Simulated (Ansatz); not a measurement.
Born–Oppenheimer molecular dynamics of Cl₂Ge₂H₆O (11 atoms, charge 0, multiplicity 1). It starts at the highest image of a converged band. Of that band: Neighbouring images differ by up to 1.4 eV, so the band resolves the path poorly. A vibrational analysis at the climbing image gives one clearly imaginary mode, 682i cm⁻¹: a first-order saddle point.

Method: RKS PBE/def2-SVP in Ansatz 0.2.0.

| Quantity | Value |
| --- | --- |
| ensemble | NVE (velocity Verlet) |
| time step | 0.5 fs |
| steps asked | 200 |
| starting velocities drawn for | 300 K |
| seed | 11457 |

First frame:

```xyz
11
Properties=species:S:1:pos:R:3
Ge 0.038 -0.320 0.138
Ge 0.086 0.105 2.915
H -1.448 0.149 3.112
H 0.798 -0.621 4.083
H 0.665 1.524 2.700
Cl 1.866 0.410 -0.763
H -0.884 0.931 0.255
O -1.014 -1.476 -0.697
H -0.567 -2.350 -0.626
Cl 1.282 -2.578 0.910
H 0.581 -1.145 1.731
```

How far do the bonds stretch over the last three quarters of this one trajectory? (Pairs bonded in most of those frames.)


```json
{"bond": "Ge1–Cl6", "mean (Å)": "2.175", "spread (Å)": "0.009", "shortest": "2.16", "longest": "2.19"}
{"bond": "Ge1–H7", "mean (Å)": "1.540", "spread (Å)": "0.032", "shortest": "1.49", "longest": "1.59"}
{"bond": "Ge1–O8", "mean (Å)": "1.785", "spread (Å)": "0.008", "shortest": "1.77", "longest": "1.80"}
{"bond": "Ge1–Cl10", "mean (Å)": "2.284", "spread (Å)": "0.239", "shortest": "1.98", "longest": "2.66"}
{"bond": "Ge2–H3", "mean (Å)": "1.550", "spread (Å)": "0.023", "shortest": "1.51", "longest": "1.58"}
{"bond": "Ge2–H4", "mean (Å)": "1.568", "spread (Å)": "0.054", "shortest": "1.48", "longest": "1.65"}
{"bond": "Ge2–H5", "mean (Å)": "1.548", "spread (Å)": "0.019", "shortest": "1.52", "longest": "1.58"}
{"bond": "Ge2–H11", "mean (Å)": "1.556", "spread (Å)": "0.030", "shortest": "1.51", "longest": "1.65"}
{"bond": "O8–H9", "mean (Å)": "0.981", "spread (Å)": "0.009", "shortest": "0.97", "longest": "1.00"}
```

Mean temperature of the second half: 1220 K. The conserved energy stayed within 0.08 meV per atom of its start (net change 0.045 meV per atom), so the integration is sound. The kinetic energy rose, since the run started high on the potential surface and went downhill. It ends in pieces (Cl2GeH2O + GeH4), so much of that is their flight and rotation, not heat. A run of 0.1 ps of so small a system gives no equilibrium averages. The orbitals stay closed-shell, which can raise the energy where a bond breaks towards radicals; this wasn't checked here.

Run time: 4.5 min on 4 threads of AMD EPYC 7B13 (Zen 3), with other jobs on the host, peak memory 0.27 GiB.
